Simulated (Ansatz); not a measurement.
`[O]=[Nb]([OH])([Cl])[Cl]` and `[O]=[Nb]([OH])([F])[Cl]` differ in one atom or group.

Ansatz, PBE0-D4/def2-TZVP geometries, multiplicity 1. Each molecule was computed in one conformer, which needn't be the lowest.

Elements past krypton have def2 core potentials.

```
                                          property  `[O]=[Nb]([OH])([Cl])[Cl]`
size of the dipole moment (ωB97M-V/def2-TZVPP) / D                        2.40
             LUMO energy (ωB97M-V/def2-TZVPP) / eV                       -0.46
               HOMO energy (B3LYP/def2-TZVPP) / eV                       -9.17
    size of the dipole moment (PBE/def2-TZVPP) / D                        2.39
    zero-point energy (PBE0-D4/def2-TZVP) / kJ/mol                        50.6
             HOMO energy (ωB97M-V/def2-TZVPP) / eV                      -11.69
```

**Question.** What does the change do to each property? (Estimate.)

**Answer.** Ansatz gave: 
```tsv
property	`[O]=[Nb]([OH])([F])[Cl]`	shift
size of the dipole moment (ωB97M-V/def2-TZVPP) / D	2.41	0.01
LUMO energy (ωB97M-V/def2-TZVPP) / eV	0.02	0.48
HOMO energy (B3LYP/def2-TZVPP) / eV	-9.25	-0.08
size of the dipole moment (PBE/def2-TZVPP) / D	2.39	0.00
zero-point energy (PBE0-D4/def2-TZVP) / kJ/mol	52.8	2.2
HOMO energy (ωB97M-V/def2-TZVPP) / eV	-11.79	-0.10
```

With PBE0 the HOMO falls by 0.07 eV and the LUMO rises by 0.40 eV, so the gap widens by about 0.47 eV. PBE moves the HOMO by -0.02 eV and ωB97M-V by -0.10 eV. Dipoles are sizes alone; their direction can turn.

B3LYP here is the variant with VWN-RPA as its local correlation; programs differ in this.
